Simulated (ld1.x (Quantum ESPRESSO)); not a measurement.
## Sc: variants of one TM semilocal potential

Base potential:

Sc (Z = 21), norm-conserving Troullier–Martins (semilocal form), made with ld1.x (Quantum ESPRESSO) 7.5 (PBE, scalar-relativistic). Core [Ar], reference 3d1 4s1 4p1. Waves: 4s (bound): rc 3.15 bohr; 4p (bound): rc 3.70 bohr; 3d (bound): rc 2.70 bohr. Local part: the d channel. Core correction: Bessel-smoothed model core inside 2.30 bohr.

Cutoffs, loose and tight: the cutoffs (Ry, on a coarse ladder) from which the occupation-weighted sum of valence levels, in a spherical-Bessel basis at the reference potential, stays within 10 and 1 mRy of its value at 400 Ry. They do not see the model core or the augmentation charge, which bear on the density cutoff. Test errors are all-electron minus pseudo excitation energies from the reference, over the configurations 3d1 4s2 4p0; 3d1 4s1 4p0; 3d1 4s0 4p0; 3d1.5 4s1.5 4p0; 3d0 4s2 4p0; 3d1 4s0 4p2; 3d1 4s0 4p1. A dash means not determined; rows that change the core or the reference have their own tests.

In the semilocal form every listed channel keeps its own potential, so the choice of the local channel does not act on these tests. It acts once the file is put into the separable form.

A semilocal file is local in each channel, so a ghost entry of none says nothing of the separable form that plane-wave codes build from it.

```csv
change,outcome,"cutoff, loose","cutoff, tight",bound ghosts,largest test error (meV)
base,generated,30 Ry,35 Ry,none,+53
reference 3d1 4s2 4p0,generated,30 Ry,35 Ry,none,-30
"form changed from semilocal to separable (Kleinman–Bylander), still TM; local potential the s channel",generated,30 Ry,35 Ry,none,+53
"all radii but the core radius scaled by about 0.72 (s 2.28, p 2.66, d 1.94 bohr)",generated,50 Ry,55 Ry,none,-142
wave 4p (bound): rc 3.70 bohr becomes 4p (bound): rc 3.00 bohr,generated,30 Ry,35 Ry,none,+49
wave 4s (bound): rc 3.15 bohr becomes 4s (bound): rc 4.74 bohr,generated,30 Ry,35 Ry,none,+422
```

Q: What comes out with this change to the base: core correction none?

A: outcome: generated; cutoff, loose: 30 Ry; cutoff, tight: 35 Ry; bound ghosts: none; largest test error (meV): +811.

Q: What comes out with this change to the base: wave 3d (bound): rc 2.70 bohr becomes 3d (bound): rc 2.10 bohr?

A: outcome: generated; cutoff, loose: 40 Ry; cutoff, tight: 50 Ry; bound ghosts: none; largest test error (meV): -177.

Q: What comes out with this change to the base: wave 3d (bound): rc 2.70 bohr becomes 3d (bound): rc 4.08 bohr?

A: outcome: generated; cutoff, loose: 15 Ry; cutoff, tight: 18 Ry; bound ghosts: none; largest test error (meV): +610.
